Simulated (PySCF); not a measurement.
Species, as SMILES: Cl[C]F (closed-shell singlet).
Geometry (B3LYP-D3(BJ)/def2-TZVP, fixed):
```
C
F 1 1.2975
Cl 1 1.7557 2 106.70
```
Charge 0, spin multiplicity 1.

How fast the mean static polarisability converges with the basis for several methods (PySCF): deviation from each method's own reference, in %. References: HF 27.97 bohr³, the value in aug-pcseg-3; PBE 32.07 bohr³, the value in aug-pcseg-3; PBE0 30.44 bohr³, the value in aug-pcseg-3. All functions are spherical. Density fitting with generated auxiliary sets. No added dispersion term, no relativity. 

| basis | functions | HF | PBE | PBE0 |
|---|---|---|---|---|
| pcseg-1 | 46 | -26.8 | -30.1 | [?] |
| def2-SV(P) | 46 | -32.9 | -36.3 | [?] |
| aug-pcseg-1 | 73 | 0.1 | -0.9 | [?] |
| 6-311++G(3df,3pd) | 125 | -2.5 | -3.1 | [?] |
| jun-cc-pV(T+d)Z | 126 | -0.5 | -1.0 | [?] |
| def2-TZVPPD | 128 | -0.2 | -0.7 | [?] |
| aug-pcseg-2 | 142 | -0.4 | -0.6 | [?] |
| aug-cc-pV(T+d)Z | 147 | -0.5 | -0.9 | [?] |
| cc-pV(Q+d)Z | 174 | -8.7 | -11.6 | [?] |
| def2-QZVPPD | 208 | -0.1 | -0.2 | [?] |
| aug-cc-pV(Q+d)Z | 249 | 0.0 | -0.2 | [?] |
| cc-pV(5+d)Z | 282 | -5.4 | -7.4 | [?] |

Problem. Complete the blanks.

Solution. 
- pcseg-1, PBE0: -28.1
- def2-SV(P), PBE0: -34.3
- aug-pcseg-1, PBE0: -0.4
- 6-311++G(3df,3pd), PBE0: -2.7
- jun-cc-pV(T+d)Z, PBE0: -0.7
- def2-TZVPPD, PBE0: -0.5
- aug-pcseg-2, PBE0: -0.5
- aug-cc-pV(T+d)Z, PBE0: -0.7
- cc-pV(Q+d)Z, PBE0: -10.0
- def2-QZVPPD, PBE0: -0.1
- aug-cc-pV(Q+d)Z, PBE0: -0.1
- cc-pV(5+d)Z, PBE0: -6.2

Mean absolute deviation over 6-311++G(3df,3pd), jun-cc-pV(T+d)Z, def2-TZVPPD, aug-pcseg-2, aug-cc-pV(T+d)Z: HF 0.8, PBE0 1.0, PBE 1.3 %.
